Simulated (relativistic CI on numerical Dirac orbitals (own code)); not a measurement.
## Sensitivity of the levels of Er⁴³⁺ to α and to the nuclear radius

Computed by Dirac-Coulomb-Breit CI, KLI orbitals optimised for each configuration, derivatives by finite differences, unscaled Slater integrals, QED left out (own radial code, finite nucleus).

Configurations in the expansion (outside the closed core [Ne]): 3s2 3p6 3d7, 3s2 3p5 3d8, 3s2 3p4 3d9, 3s 3p6 3d8, 3p6 3d9, 3s 3p5 3d9, 3s2 3p6 3d6 4s, 3s2 3p6 3d6 4p. Levels of other configurations are missing.

With x = (α/α₀)² − 1 an excitation energy changes as ω = ω₀ + qx; K = 2q/ω₀ is the relative enhancement. Terms are leading LS components, so labels can repeat. The field-shift factor is F = δν/δ⟨r²⟩ for the transition from the lowest level.

Lowest level 3s2 3p6 3d7 4F_9/2.

| Level | ω₀ (cm⁻¹) | q (cm⁻¹) | K | F (GHz/fm²) |
| --- | --- | --- | --- | --- |
| 3s2 3p6 3d7 2P_3/2 | 89950 | 5231 | 0.116 | -0.274 |
| 3s2 3p6 3d7 2D_5/2 | 135818 | 24100 | 0.355 | 0.655 |
| 3s2 3p6 3d7 4F_7/2 | 341933 | 371600 | 2.17 | 6.81 |
| 3s2 3p6 3d7 2H_9/2 | 396870 | 356600 | 1.8 | 6.81 |
| 3s2 3p6 3d7 4P_3/2 | 412453 | 377800 | 1.83 | 7.03 |
| 3s2 3p6 3d7 4P_5/2 | 427818 | 382100 | 1.79 | 7.23 |
| 3s2 3p6 3d7 4P_1/2 | 439621 | 370800 | 1.69 | 6.54 |
| 3s2 3p6 3d7 2H_11/2 | 458306 | 357000 | 1.56 | 7.21 |
| 3s2 3p6 3d7 2G_7/2 | 501329 | 379900 | 1.52 | 7.32 |
| 3s2 3p6 3d7 2F_5/2 | 542400 | 357300 | 1.32 | 7.12 |
| 3s2 3p6 3d7 2D_3/2 | 665395 | 389900 | 1.17 | 8.23 |
| 3s2 3p6 3d7 4F_5/2 | 740775 | 729700 | 1.97 | 13.4 |
| 3s2 3p6 3d7 4P_3/2 | 769002 | 731000 | 1.9 | 13.3 |

At this charge energies of transitions that change n are usually good to better than 1 %, and those within a shell (Δn = 0) to a few per cent.
